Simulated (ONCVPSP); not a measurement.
## F: variants of one ONCV potential

Base potential:

* Element: F (Z = 9)
* Generator: ONCVPSP 4.0.1
* Type: optimised norm-conserving Vanderbilt (ONCV)
* Functional: PW91
* Relativity: scalar-relativistic
* Frozen core: [He]
* Valence charge: 7
* Reference configuration: 2s2 2p5
* Partial waves: 2s: rc 0.60 bohr, ncon 3, nbas 7, qcut 14.1 1/bohr, 2 projectors, debl 1.5 Ha; 2p: rc 1.45 bohr, ncon 4, nbas 7, qcut 8.5 1/bohr, 3 projectors, debl 0.7 Ha
* Local potential: polynomial inside 0.45 bohr (lpopt 3, dvloc0 6 Ha)
* Core correction: Teter function, fcfact 4.25, rcfact 1.1

All-electron outer shells of the reference configuration (PW91, scalar-relativistic, ld1.x):

```tsv
shell	level (eV)	outermost node (bohr)	outermost maximum (bohr)
1s	-663.82	–	0.11
2s	-29.95	0.24	0.76
2p	-11.20	–	0.71
```

Cutoffs, loose and tight: the cutoffs (Ha) at which the residual kinetic energy of the hardest occupied pseudo-wave falls to 1 and 0.1 mHa per electron. They do not see the model core or the augmentation charge, which bear on the density cutoff. Test errors are all-electron minus pseudo excitation energies from the reference, over the configurations 2s2 2p4; 2s2 2p3; 2s2 2p2; 2s2 2p1. A dash means not determined; rows that change the core or the reference have their own tests.

A true bound ghost makes a file unfit for plane-wave use even where its test errors are small: the radial tests pick states by their node count and pass the ghost by.

| change | outcome | cutoff, loose | cutoff, tight | bound ghosts | GHOST(+) flags above zero | largest test error (meV) |
| --- | --- | --- | --- | --- | --- | --- |
| base | generated | 60 Ha | 74 Ha | none | none | +3401 |
| all radii but the core radius scaled by about 0.80 (s 0.48, p 1.16 bohr); local potential polynomial inside 0.36 bohr (lpopt 3, dvloc0 6 Ha) | generated | 363 Ha | 786 Ha | s, p | p | +1823 |
| all radii but the core radius scaled by about 0.90 (s 0.54, p 1.30 bohr); local potential polynomial inside 0.40 bohr (lpopt 3, dvloc0 6 Ha) | generated | 55 Ha | 422 Ha | s | p | +2501 |
| all radii but the core radius scaled by about 0.97 (s 0.58, p 1.40 bohr); local potential polynomial inside 0.44 bohr (lpopt 3, dvloc0 6 Ha) | generated | 58 Ha | 73 Ha | none | none | +3102 |
| all radii but the core radius scaled by about 1.11 (s 0.66, p 1.62 bohr); local potential polynomial inside 0.50 bohr (lpopt 3, dvloc0 6 Ha) | generated | 63 Ha | 78 Ha | none | none | +4680 |

(1) What comes out with this change to the base: all radii but the core radius scaled by about 1.03 (s 0.62, p 1.50 bohr); local potential polynomial inside 0.46 bohr (lpopt 3, dvloc0 6 Ha)?

(2) What comes out with this change to the base: all radii but the core radius scaled by about 1.24 (s 0.74, p 1.80 bohr); local potential polynomial inside 0.56 bohr (lpopt 3, dvloc0 6 Ha)?

(3) What comes out with this change to the base: all radii but the core radius scaled by about 1.31 (s 0.78, p 1.90 bohr); local potential polynomial inside 0.58 bohr (lpopt 3, dvloc0 6 Ha)?

Results:

(1) outcome: generated; cutoff, loose: 62 Ha; cutoff, tight: 76 Ha; bound ghosts: none; GHOST(+) flags above zero: none; largest test error (meV): +3755.

(2) outcome: generated; cutoff, loose: 62 Ha; cutoff, tight: 77 Ha; bound ghosts: none; GHOST(+) flags above zero: none; largest test error (meV): +6123.

(3) outcome: generated; cutoff, loose: 61 Ha; cutoff, tight: 76 Ha; bound ghosts: none; GHOST(+) flags above zero: none; largest test error (meV): +6966.

Reading the sweep of the scale of all radii but the core radius (base = 1) (base included, trends over the rows without a ghost): The loose cutoff stays near 63 Ha. The median size of the test errors (rows with all tests solved) rises from 729.3 meV at 0.97 to 1812.3 meV at 1.31. More of the atom is replaced by a form fitted at one configuration, so other configurations suffer as the radius grows. Bound ghosts are found at 0.8, 0.9.
